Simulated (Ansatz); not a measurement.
Reaction (ligand exchange at a B–C bond): `CB(N)C=[Se]` + silanol → `CB(N)O[SiH3]` + `C=[Se]`

Computed with Ansatz on PBE0-D4/def2-TZVP structures; ΔE is electronic, products minus reactants. CBS: MP2 limit from def2 TZ/QZ plus the TZ coupled-cluster correction, frozen cores. Functionals use def2-TZVPP. B3LYP here is the variant with VWN-RPA as its local correlation; programs differ in this. For Se outer-core shells are correlated without core-valence functions, which leaves a few kJ/mol of doubt a bond. Scalar relativity is left out up to krypton. Each species was taken in one conformer, which may not be the lowest.

```csv
level,ΔE (kJ/mol),difference from CCSD(T)/CBS
PBE-D4,-87.5,9.3
r2SCAN-D4,-96.8,0.0
PBE0-D4,-93.7,3.1
B3LYP-D4,-99.9,-3.1
ωB97X-V,-101.2,-4.4
ωB97M-V,-100.9,-4.1
B2PLYP,-99.8,-3.0
PBE,-87.9,8.9
r2SCAN,-96.7,0.1
PBE0,-94.0,2.8
B3LYP,-100.7,-3.9
HF/def2-TZVPP,-118.9,-22.1
MP2/def2-TZVPP,-94.2,2.6
SCS-MP2/def2-TZVPP,-98.1,-1.3
CCSD/def2-TZVPP,-102.3,-5.5
CCSD(T)/def2-TZVPP,-99.0,-2.2
HF/def2-QZVPP,-119.8,-23.0
MP2/def2-QZVPP,-93.2,3.6
SCS-MP2/def2-QZVPP,-97.2,-0.4
HF/CBS(def2),-119.9,-23.1
MP2/CBS(def2),-92.0,4.8
CCSD/CBS(def2),-100.2,-3.4
CCSD(T)/CBS,-96.8,0
```

Largest T1 diagnostic among the species: 0.015.

In def2-TZVPP, CCSD(T) changes the Hartree–Fock value by +19.9 kJ/mol (the triples alone add +3.3 kJ/mol) and MP2 by +24.8 kJ/mol. From PBE to PBE0 (25 % exact exchange), in def2-TZVPP and without D4, ΔE moves by −6.2 kJ/mol.
